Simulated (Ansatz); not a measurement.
Molecule: CCl3, net charge 1, singlet state. 
Coordinates optimised at B3LYP-D3(BJ)/def2-TZVP (Ansatz, a first-principles code):
```xyz
4

Cl    -1.0883    -1.2413     0.0355
C      0.0000     0.0000     0.0000
Cl     1.6189    -0.3223    -0.0432
Cl    -0.5306     1.5636     0.0077
```
Charge +1, spin multiplicity 1.

Basis-set convergence of Hartree-Fock and CCSD correlation energies (hartree) with Ansatz. Correlated levels leave the core frozen unless marked. Spin-orbit coupling is left out. No relativistic terms.

| basis | functions | E(HF) | E(corr, CCSD) |
|---|---|---|---|
| cc-pV(D+d)Z | 83 | -1416.02544 | -0.58175 |
| cc-pV(T+d)Z | 147 | … | … |

Q: Fill in the missing entries.

A: 
- cc-pV(T+d)Z, E(HF): -1416.08727
- cc-pV(T+d)Z, E(corr, CCSD): -0.75118
